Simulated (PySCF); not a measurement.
Isomers of C3H9NO2Si.

All values: PBE0/pcSseg-1 (PySCF) at GFN2-xTB geometries, gas phase, one conformer each.

**Question.** Rank by the highest IAO charge on any atom, highest value first.
A. `[OH:1][SiH:2]([OH:3])[C@H:4]1[CH2:5][CH2:6][NH:7]1` with H–O1–Si2–O3 39°, O1–Si2–O3–H 138°, O1–Si2–C4–C5 141°, Si2–C4–C5–C6 125°, C4–C5–C6–N7 -12°, C5–C6–N7–C4 13°, Si2–C4–N7–C6 -133°
B. `[H]/[N:1]=[CH:2]\[CH2:3][CH2:4][O:5][SiH2:6][OH:7]` with N1–C2–C3–C4 130°, C2–C3–C4–O5 65°, C3–C4–O5–Si6 -172°, C4–O5–Si6–O7 179°, O5–Si6–O7–H -16°
C. `[CH2:1]=[N:2][SiH:3]([O:4][CH3:5])[O:6][CH3:7]` with C1–N2–Si3–O4 -110°, N2–Si3–O4–C5 -51°, N2–Si3–O6–C7 68°

**Answer.** C (+1.400 e), A (+1.339 e), B (+1.240 e).

**Question.** Rank by the highest Hirshfeld charge on any atom, lowest value first.
A. `[CH3:1][NH:2][SiH:3]1[O:4][CH2:5][CH2:6][O:7]1` with C1–N2–Si3–O4 -82°, N2–Si3–O4–C5 -114°, Si3–O4–C5–C6 -12°, O4–C5–C6–O7 22°, C5–C6–O7–Si3 -22°
B. `[CH2:1]=[N:2][SiH:3]([O:4][CH3:5])[O:6][CH3:7]` with C1–N2–Si3–O4 -110°, N2–Si3–O4–C5 -51°, N2–Si3–O6–C7 68°
C. `[H]/[N:1]=[CH:2]\[CH2:3][CH2:4][O:5][SiH2:6][OH:7]` with N1–C2–C3–C4 130°, C2–C3–C4–O5 65°, C3–C4–O5–Si6 -172°, C4–O5–Si6–O7 179°, O5–Si6–O7–H -16°

**Answer.** C (+0.455 e), B (+0.467 e), A (+0.478 e).

**Question.** Rank by the lowest Hirshfeld charge on any atom, lowest value first.
A. `[CH3:1][NH:2][SiH:3]1[O:4][CH2:5][CH2:6][O:7]1` with C1–N2–Si3–O4 -82°, N2–Si3–O4–C5 -114°, Si3–O4–C5–C6 -12°, O4–C5–C6–O7 22°, C5–C6–O7–Si3 -22°
B. `[H]/[N:1]=[CH:2]\[CH2:3][CH2:4][O:5][SiH2:6][OH:7]` with N1–C2–C3–C4 130°, C2–C3–C4–O5 65°, C3–C4–O5–Si6 -172°, C4–O5–Si6–O7 179°, O5–Si6–O7–H -16°
C. `[CH2:1]=[N:2][SiH:3]([O:4][CH3:5])[O:6][CH3:7]` with C1–N2–Si3–O4 -110°, N2–Si3–O4–C5 -51°, N2–Si3–O6–C7 68°
D. `[OH:1][SiH:2]([OH:3])[C@H:4]1[CH2:5][CH2:6][NH:7]1` with H–O1–Si2–O3 39°, O1–Si2–O3–H 138°, O1–Si2–C4–C5 141°, Si2–C4–C5–C6 125°, C4–C5–C6–N7 -12°, C5–C6–N7–C4 13°, Si2–C4–N7–C6 -133°

**Answer.** D (-0.324 e), B (-0.314 e), A (-0.248 e), C (-0.238 e).

All values together:

```
             SMILES  μ (D)  HOMO (eV)  LUMO (eV)  lowest IAO charge (e)  highest IAO charge (e)  lowest Hirshfeld charge (e)  highest Hirshfeld charge (e)
     C=N[SiH](OC)OC   1.93      -6.96      -0.90             -0.637 (O)             +1.400 (Si)                   -0.238 (N)                   +0.467 (Si)
      CN[SiH]1OCCO1   0.50      -7.02       1.01             -0.693 (N)             +1.403 (Si)                 -0.248 (N/O)                   +0.478 (Si)
O[SiH](O)[C@H]1CCN1   1.69      -6.48       0.96             -0.809 (O)             +1.339 (Si)                   -0.324 (O)                   +0.451 (Si)
 [H]/N=C\CCO[SiH2]O   2.50      -7.28      -0.04             -0.799 (O)             +1.240 (Si)                   -0.314 (O)                   +0.455 (Si)
```

Conformers: `[CH2:1]=[N:2][SiH:3]([O:4][CH3:5])[O:6][CH3:7]` with C1–N2–Si3–O4 -110°, N2–Si3–O4–C5 -51°, N2–Si3–O6–C7 68°; `[CH3:1][NH:2][SiH:3]1[O:4][CH2:5][CH2:6][O:7]1` with C1–N2–Si3–O4 -82°, N2–Si3–O4–C5 -114°, Si3–O4–C5–C6 -12°, O4–C5–C6–O7 22°, C5–C6–O7–Si3 -22°; `[OH:1][SiH:2]([OH:3])[C@H:4]1[CH2:5][CH2:6][NH:7]1` with H–O1–Si2–O3 39°, O1–Si2–O3–H 138°, O1–Si2–C4–C5 141°, Si2–C4–C5–C6 125°, C4–C5–C6–N7 -12°, C5–C6–N7–C4 13°, Si2–C4–N7–C6 -133°; `[H]/[N:1]=[CH:2]\[CH2:3][CH2:4][O:5][SiH2:6][OH:7]` with N1–C2–C3–C4 130°, C2–C3–C4–O5 65°, C3–C4–O5–Si6 -172°, C4–O5–Si6–O7 179°, O5–Si6–O7–H -16°.
